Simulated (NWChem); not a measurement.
## Correlation energy of AlCl

```
Al
Cl 1 2.1469
```
Charge 0, spin multiplicity 1.

All runs are NWChem calculations. Structure: optimised with PBE0/def2-SVP, a minimum by its harmonic frequencies.

Basis set: cc-pVQZ. Each correlation energy counts from its own Hartree-Fock reference.

| method | correlation energy (mHa) | difference from CCSD(T) |
|---|---|---|
| RI-MP2 | -264.4 | +37.2 |
| MP2 | -264.4 | +37.1 |
| SCS-MP2 | -266.5 | +35.1 |
| CR-CCSD[T] | -299.1 | +2.4 |
| CR-CCSD(T) | -299.0 | +2.6 |
| CCSD | -288.5 | +13.1 |
| CCSD+T(CCSD) | -301.7 | -0.1 |
| CCSD(T) | -301.6 | 0.0 |

The values span 37.3 mHa, from CCSD+T(CCSD) (lowest) to RI-MP2 (highest). 

The correlated methods keep 10 core orbitals frozen. The structure started from a generated list of species. Coupled-cluster values serve here as a point of comparison, not as the truth.
